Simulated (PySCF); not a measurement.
Bi(F)(Cl)2, SMILES [F][Bi]([Cl])[Cl] (B3LYP/def2-SVP optimised geometry):

```
4

Bi    -1.100    -1.009     0.000
F     -1.377     1.009     0.000
Cl    -1.545    -1.408     2.404
Cl     1.377    -1.009     0.000
```

Calculation: B3LYP/def2-TZVP, def2 effective core potentials past Kr run with PySCF 2.14.0.

Q: What are the frontier orbital energies and the dipole moment?

A: HOMO-2 -9.00 eV, HOMO-1 -8.87 eV, HOMO -8.80 eV, LUMO -2.65 eV, LUMO+1 -2.38 eV; dipole moment 4.44 D.
